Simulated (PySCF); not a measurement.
## Correlation energy of Ne⁴⁺ (neon, charge +4)

Starting occupation: [He] 2s2 2p2, 2p1/2 with m_j = -1/2, +1/2. All numbers are calculated (PySCF 2.14, X2C-1e with screened-nucleus spin-orbit coupling, Gaussian nucleus, in x2c-QZVPPall-2c). Frozen: 1s2; 4 electrons correlated; the 2 highest virtual spinors left out.

MP2 pair energies summed by pair of shells (mhartree):

```json
{"pair": "2p-2s", "energy": "-54.98", "share (%)": "61.3"}
{"pair": "2s-2s", "energy": "-26.52", "share (%)": "29.6"}
{"pair": "2p-2p", "energy": "-8.16", "share (%)": "9.1"}
```

Total MP2 correlation energy: -89.66 mhartree.

The GHF reference relaxed away from the jj start to a determinant that is no pure jj level (⟨S²⟩ = 2.00, ⟨J²⟩ = 1.96); the energies belong to that determinant.
